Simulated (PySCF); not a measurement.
C3H3, SMILES c1c[cH+]1, charge +1. Geometry optimised at PBE-D3(BJ)/def2-TZVP.

All values below come from PBE-D3(BJ)/def2-TZVP (PySCF).

Harmonic wavenumbers (cm⁻¹): 747, 905, 905, 990, 990, 997, 1293, 1293, 1625, 3169, 3169, 3215. Rotational constants (GHz): 30.50, 30.50, 15.25; symmetry number 6.

Problem. Work out the zero-point energy and the ideal-gas rigid-rotor harmonic-oscillator thermochemistry at 298.15 K and 1 atm.

Solution. ZPE = ½ Σ hcν = ½ × 19299 cm⁻¹ = 27.59 kcal/mol. H − E(el) = 30.17 kcal/mol. Entropy in cal/(mol K): translation 36.92, rotation 17.09, vibration 0.88, total 54.89. G − E(el) = 13.81 kcal/mol. Cp = 11.18 cal/(mol K).
